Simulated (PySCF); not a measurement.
Simulated outer-valence photoelectron spectrum of `[BH2][GeH2][B](F)F`. Level of theory: EOM-IP-CCSD/aug-cc-pVDZ in PySCF, restricted Hartree–Fock reference, frozen core, non-relativistic, gas phase, PBE0-D3(BJ)/def2-SVP geometry.

Each root has a Gaussian of 0.6 eV full width with its one-hole share as area; cross sections and vibrations are left out, and the highest printed point is 100.

```csv
ionisation energy (eV),intensity
9.8,1
10.0,6
10.2,25
10.4,55
10.6,67
10.8,45
11.0,22
11.2,31
11.4,65
11.6,94
11.8,99
12.0,79
12.2,42
12.4,13
12.6,3
12.8,7
13.0,27
13.2,57
13.4,65
13.6,40
13.8,13
14.0,2
14.2,0
14.4,0
14.6,1
14.8,5
15.0,22
15.2,56
15.4,88
15.6,100
15.8,96
16.0,87
16.2,80
16.4,59
16.6,28
16.8,13
17.0,24
17.2,53
17.4,66
17.6,44
17.8,16
18.0,3
18.2,0
```

Problem. Where are the maxima, and how many lines lie under the curve?

Solution. 5 maxima, at 10.6, 11.7, 13.3, 15.6 and 17.4 eV, from 8 lines. At this width some lines have no maximum of their own.

Problem. List the lines with their holes.

Solution. 
```json
{"E (eV)": "10.56", "leading hole (HF orbital)": "HOMO", "area": "0.96", "Koopmans (eV)": "11.12"}
{"E (eV)": "11.55", "leading hole (HF orbital)": "HOMO-1", "area": "0.95", "Koopmans (eV)": "12.26"}
{"E (eV)": "11.94", "leading hole (HF orbital)": "HOMO-2", "area": "0.95", "Koopmans (eV)": "12.58"}
{"E (eV)": "13.34", "leading hole (HF orbital)": "HOMO-3", "area": "0.94", "Koopmans (eV)": "14.15"}
{"E (eV)": "15.38", "leading hole (HF orbital)": "HOMO-5", "area": "0.94", "Koopmans (eV)": "17.90"}
{"E (eV)": "15.79", "leading hole (HF orbital)": "HOMO-6", "area": "0.94", "Koopmans (eV)": "18.08"}
{"E (eV)": "16.27", "leading hole (HF orbital)": "HOMO-4", "area": "0.90", "Koopmans (eV)": "17.78"}
{"E (eV)": "17.37", "leading hole (HF orbital)": "HOMO-7", "area": "0.93", "Koopmans (eV)": "19.54"}
```

The widest gap, 2.04 eV, lies between 13.34 and 15.38 eV. Only orbitals with −ε under 21 eV, eight at most, were ionised, so the high end of the curve may lack lines.

Conformer computed: `[BH2:1][GeH2:2][B:3]([F:4])[F:5]`: B1–Ge2–B3–F4 83°.

One conformer stands for the species.
